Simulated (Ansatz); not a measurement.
`OC1=[CH][InH][NH]1`, relaxed with RKS PBE0-D4/def2-TZVP in Ansatz from a PBE-D4/def2-SVP geometry. The force threshold is 0.005 eV/Å; the program also tests the step.

Total charge 0; spin multiplicity 1. In: def2 effective core potential.

Start:

```xyz
9

O     1.405    0.337    1.375
C     0.483    0.175    0.392
C     0.845    0.195   -0.961
In   -1.069   -0.327   -1.550
N    -0.846    0.011    0.697
H     0.913    0.499    2.204
H     1.798    0.536   -1.377
H    -2.510   -0.849   -2.305
H    -1.020   -0.577    1.525
```

Question: How much energy does the relaxation release, and in how many steps? (An estimate is asked.)

Answer: Ansatz gave: 0.06 eV, in 8 steps.

Question: Which bonds change most? (An estimate is asked.)

Answer: The calculation gave: In4–N5 from 2.283 to 2.206 Å; C2–C3 from 1.401 to 1.373 Å; In4–H8 from 1.709 to 1.685 Å.

Question: Give the relaxed structure. (Estimate.)

Answer: The calculation gave: 
```xyz
9

O     1.384    0.341    1.365
C     0.489    0.173    0.374
C     0.838    0.199   -0.954
In   -1.068   -0.323   -1.496
N    -0.838   -0.005    0.674
H     0.897    0.515    2.177
H     1.787    0.515   -1.356
H    -2.479   -0.825   -2.269
H    -1.009   -0.591    1.484
```
